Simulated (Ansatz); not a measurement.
The first iterations of a band of CH$_{8}$AlISi$_{2}$ (13 atoms, charge 0, multiplicity 1).

These are results of RKS B3LYP-D4/def2-SVP in Ansatz 0.2.0, not measurements.

- movable images: 5
- climbing image: yes
- spring: 5.0 eV/Å²
- optimiser: quadratic models (default)
- start path: through a guess of the saddle point
- force threshold: 0.2 eV/Å
- iteration limit: 54
- end points: relaxed

Initial state:

```xyz
13
Properties=species:S:1:pos:R:3
Al -0.921 2.323 0.078
C -0.841 0.520 0.954
Si 0.749 -0.251 0.390
Si 0.637 -2.284 -0.778
I 1.561 1.426 -1.396
H -0.334 3.552 0.888
H -1.932 2.508 -1.129
H -0.848 0.606 2.053
H -1.702 -0.092 0.637
H 1.845 -0.210 1.397
H 1.963 -2.606 -1.377
H -0.386 -2.147 -1.854
H 0.230 -3.379 0.153
```

Final state:

```xyz
13
Properties=species:S:1:pos:R:3
Al -1.735 1.187 1.027
C -0.149 1.425 -0.115
Si 1.163 0.097 0.021
Si 0.343 -2.018 -0.593
I 3.095 0.577 -1.490
H -3.020 0.476 0.431
H -1.707 1.708 2.524
H -0.471 1.471 -1.171
H 0.329 2.389 0.140
H 1.726 0.058 1.402
H 1.401 -3.061 -0.464
H -0.151 -1.969 -1.999
H -0.804 -2.374 0.302
```

| iteration | highest image above the first end (eV) | largest band force component (eV/Å) |
| --- | --- | --- |
| 1 | 15.031 | 26.940 |
| 2 | 5.145 | 10.662 |
| 3 | 2.151 | 5.995 |

Q: Does the band converge within its limit, and where does its top end?

A: The forces met the threshold. It ended after 9 iterations with the highest image 0.291 eV above the first end. The threshold of 0.2 eV/Å is loose, so the images may lie well off the minimum-energy path. The order of the stationary point at the top wasn't checked.

The run took 5 min on 2 threads of Arm Neoverse V1, with other jobs on the host, peak memory 0.39 GiB.
